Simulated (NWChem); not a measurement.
Species: CH₇BN₂O; SMILES CNB(N)O

```xyz
12

C     -0.0130     1.9928    -0.0361
N     -0.6764     0.7113     0.0305
B     -0.0211    -0.5681     0.0178
N      1.4028    -0.6760    -0.0138
O     -0.7470    -1.7581    -0.0094
H     -0.6369     2.7540    -0.5527
H      0.9221     1.8976    -0.6263
H      0.2663     2.4205     0.9589
H     -1.6637     0.7583     0.2832
H      1.8429    -1.5935    -0.0471
H      2.0260     0.0662     0.2939
H     -1.6814    -1.6029    -0.2234
```
Atoms are numbered in this order, from 1.

Computed with NWChem. Pople sets run with spherical d functions. All runs use the structure optimised with PBE-D3(BJ)/def2-SVP. Total energies compare along this basis series because the functional is fixed.

```
level           basis functions  energy (Ha)  highest occupied level (eV)  orbital gap (eV)  dipole (D)  relative time
--------------  ---------------  -----------  ---------------------------  ----------------  ----------  -------------
PBE/STO-3G                   32    -248.4006                        -1.86              7.51        1.14              1
PBE/3-21G                    59    -250.3197                        -4.32              6.20        1.64              2
PBE/6-31G*                   84    -251.6858                        -4.66              5.94        1.51              4
PBE/6-31+G*                 104    -251.7084                        -5.19              4.56        1.83              6
PBE/6-311G**                132    -251.7806                        -4.94              5.23        1.54              8
PBE/6-311++G**              159    -251.7929                        -5.26              4.46        1.76             20
```

Relative times are rough (shared machine, one core).
